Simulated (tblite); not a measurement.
Species: C6H11Si (doublet state).
Z-matrix (Å and degrees, GFN2-xTB geometry), rows numbered from 1:
```
Si
C   1  1.9354
C   2  1.4570  1  110.43
C   3  1.5030  2  132.25  1    80.34
C   4  1.5315  3   87.82  2  -166.70
C   5  1.4905  4  109.21  3    60.26
C   3  1.4675  2  132.99  1   -79.27
H   1  1.4635  2  107.93  3   -58.24
H   1  1.4621  2  107.97  3    61.58
H   1  1.4638  2  110.11  3  -178.05
H   2  1.0912  1  108.36  3  -121.27
H   2  1.0910  1  108.52  3   121.33
H   4  1.0946  3  117.44  2   -48.87
H   4  1.0934  3  113.35  2    78.65
H   5  1.0772  4  124.67  3  -138.64
H   6  1.0809  5  119.60  7   108.83
H   6  1.0806  5  116.86  7  -106.03
H   7  1.0796  3  126.50  2   -49.14
```

All values are computed: GFN2-xTB (tblite) harmonic vibrations without scaling, gas phase. This tight-binding method is rough: wavenumbers can miss measured ones by several per cent, in bad cases by 10 to 20. Modes of hydrogen on silicon can be 10 to 20 % off. One conformer, not necessarily the lowest. Open shells enter through the occupations alone, without spin polarisation, and single modes of such species can be off by tens of per cent.

Harmonic wavenumbers (cm⁻¹): 60.0, 74.1, 138.8, 175.1, 293.8, 353.0, 441.1, 494.8, 501.1, 646.0, 667.4, 758.3, 776.9, 788.3, 795.4, 813.1, 837.7, 862.7, 907.8, 952.9, 971.4, 980.5, 1011.6, 1040.2, 1047.4, 1065.2, 1091.7, 1147.3, 1169.0, 1194.5, 1224.9, 1260.4, 1332.4, 1390.9, 1450.2, 1454.2, 1468.7, 2254.7, 2265.7, 2278.7, 2902.5, 2940.3, 2961.8, 2963.0, 3056.4, 3062.7, 3080.2, 3095.7.

A = 4377, B = 1376, C = 1265 MHz; mass 111.063 u (most abundant isotopes); point group C1, symmetry number 1; spin multiplicity 2.

**Question.** Zero-point energy?

**Answer.** Half the sum of the wavenumbers: 31250 cm⁻¹ = 89.35 kcal/mol.

**Question.** What is S at 298.15 K and 1 bar for an ideal gas of classical rigid rotors and harmonic oscillators?

**Answer.** Translation 40.06, rotation 28.14, vibration 21.75, spin (R ln 2) 1.38: S = 91.3 cal/(mol K).

**Question.** And Cp and H(298.15 K) − H(0)?

**Answer.** Cp = 34.07 cal/(mol K), of which vibrations give 26.12 (their classical limit is 48 R = 95.4); H(298.15 K) − H(0) = 5.90 kcal/mol without the zero-point energy, 3.53 from vibrations.

**Question.** Which modes carry the vibrational entropy at 298.15 K?

**Answer.** 60.0 cm⁻¹: 4.46; 74.1 cm⁻¹: 4.04; 138.8 cm⁻¹: 2.82; 175.1 cm⁻¹: 2.38; 293.8 cm⁻¹: 1.45; 353.0 cm⁻¹: 1.15 cal/(mol K); the other 42 give 5.44 together.

**Question.** How do the functions run with temperature in this model?

**Answer.** 
```tsv
T (K)	S (cal/(mol K))	Cp (cal/(mol K))	H − H(0) (kcal/mol)	G − H(0) (kcal/mol)	ln q(vib)
150	73.9	19.1	2.02	-9.07	2.15
250	85.8	28.8	4.39	-17.06	4.04
400	102.9	44.7	9.93	-31.21	7.09
600	124.2	60.4	20.55	-53.96	11.45
900	151.7	74.9	41.05	-95.47	17.95
```

q(vib) and H(0) count from the zero-point level.

**Question.** Blend soft modes into free rotors: weight 1/[1 + (100 cm⁻¹/ν̃)⁴] for the oscillator and the rest for a rotor with moment μB/(μ + B), μ = h/(8π²ν), B = 10⁻⁴⁴ kg m². What vibrational entropy results?

**Answer.** 20.04 cal/(mol K) in place of 21.75, which changes −T·S at 298.15 K by +0.51 kcal/mol.

Hindered rotation and anharmonicity are outside this model. Other conformers, if any are populated, would add a mixing term that is left out. The structure is chiral; the term R ln 2 for an equal mix with its mirror image is left out.
